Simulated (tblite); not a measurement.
Species: C₅H₈NSi (doublet state).
Atom-mapped SMILES: `[SiH3:1][NH:2][C:3]1[CH:4]=[CH:5][CH:6]=[CH:7]1` (hydrogens: H8, H9, H10 on Si1; H11 on N2; H12 on C4; H13 on C5; H14 on C6; H15 on C7)

The geometry is computed with GFN2-xTB (gas phase). This method treats the open shell by occupation alone, without spin polarisation.

(1) Give the optimised bond lengths and angles.

Answers

(1) 
```tsv
bond	length (Å)
Si1–N2	1.743
N2–C3	1.353
C3–C4	1.425
C4=C5	1.365
C5–C6	1.441
C6=C7	1.365
C3–C7	1.426
Si1–H8, Si1–H9, Si1–H10	1.462
N2–H11	1.010
C4–H12	1.073
C5–H13	1.074
C6–H14	1.074
C7–H15	1.075
```

Bonds in one row agree within 0.01 Å and their mean is given. A selection of angles:
```tsv
angle	degrees
N2–Si1–H8	109.5
N2–Si1–H10	102.5
H8–Si1–H9	110.8
Si1–N2–C3	127.2
Si1–N2–H11	119.6
C3–N2–H11	113.2
N2–C3–C4	126.2
N2–C3–C7	125.8
C4–C3–C7	108.0
C3–C4–C5	107.5
C3–C4–H12	124.8
C5–C4–H12	127.7
C4–C5–C6	108.5
C4–C5–H13	126.8
C6–C5–H13	124.7
C5–C6–C7	108.4
C5–C6–H14	124.8
C7–C6–H14	126.8
C6–C7–H15	127.5
C3–C7–C6	107.5
C3–C7–H15	124.9
```

Dihedral angles: Si1–N2–C3–C4 0° (synperiplanar); N2–C3–C4–C5 180° (antiperiplanar); C3–C4–C5–C6 0° (synperiplanar); C4–C5–C6–C7 0° (synperiplanar); C5–C6–C7–C3 0° (synperiplanar); N2–C3–C7–C6 180° (antiperiplanar).

C7 (carbon bonded to 2 C and H) is planar (angles 127.5°, 124.9° and 107.5°, sum 360.0°, 0.00 Å off the plane of its three neighbours). C4 (carbon bonded to 2 C and H) is planar (angles 127.7°, 124.8° and 107.5°, sum 360.0°, 0.00 Å off the plane of its three neighbours). The 5-membered ring C3–C4–C5–C6–C7 has internal angles of 107.5° to 108.5°; it is planar, 0.00 Å rms from its mean plane, widest ring torsion 0°. C6 (carbon bonded to 2 C and H) is planar (angles 126.8°, 124.8° and 108.4°, sum 360.0°, 0.00 Å off the plane of its three neighbours). C5 (carbon bonded to 2 C and H) is planar (angles 126.8°, 124.7° and 108.5°, sum 360.0°, 0.00 Å off the plane of its three neighbours). C3 (carbon bonded to 2 C and N) is planar (angles 126.2°, 125.8° and 108.0°, sum 360.0°, 0.00 Å off the plane of its three neighbours). The 5 C–C bonds span 1.365 Å (C4=C5, drawn double in one of several resonance forms) to 1.441 Å (C5–C6, drawn single), a spread of 0.076 Å.

Point group: Cs (tolerance 0.08 Å). Its GFN2-xTB frequencies are all real (lowest 83 cm⁻¹).

Time: 0.39 s. Hardware: an Arm Neoverse V2 with one thread, no GPU, shared host with 96 logical CPUs at a one-minute load of 42. These figures are those of the optimisation.

One conformer stands for the species.
